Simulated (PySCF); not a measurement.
How methods differ on the excitation energy of Nb

Nb [Kr] 4d4 5s1 (6D) → Nb [Kr] 4d3 5s2 (4F), as a difference of total energies. Computed with PySCF 2.14 in aug-cc-pwCVTZ-PP with ECP28MDF, with scalar relativity through the core potential. Correlated levels: valence: 4s2 4p6 frozen; valence and next inner shell: nothing frozen outside the core potential. The calculations carry no spin-orbit coupling.

| method | excitation energy (eV) |
| --- | --- |
| UHF | 0.714 |
| LDA | 0.698 |
| PBE | 0.796 |
| PBE0 | 0.775 |
| r2SCAN | 0.928 |
| PBEsol | 0.892 |
| PW91 | 0.806 |
| LC-wPBE | 0.786 |
| MP2 (valence) | 0.329 |
| SCS-MP2 (valence) | -0.355 |
| MP2 (valence and next inner shell) | 0.450 |
| SCS-MP2 (valence and next inner shell) | -0.129 |

Errors of the correlated levels include the incompleteness of this basis and the frozen core.

Problem. Which method comes closest to the reference value, and which is furthest?

Solution. The reference is 0.184 eV (measured; NIST levels, between the centres of gravity of the two terms). Closest: MP2 (valence) (error 0.145 eV); furthest: r2SCAN (error 0.744 eV).
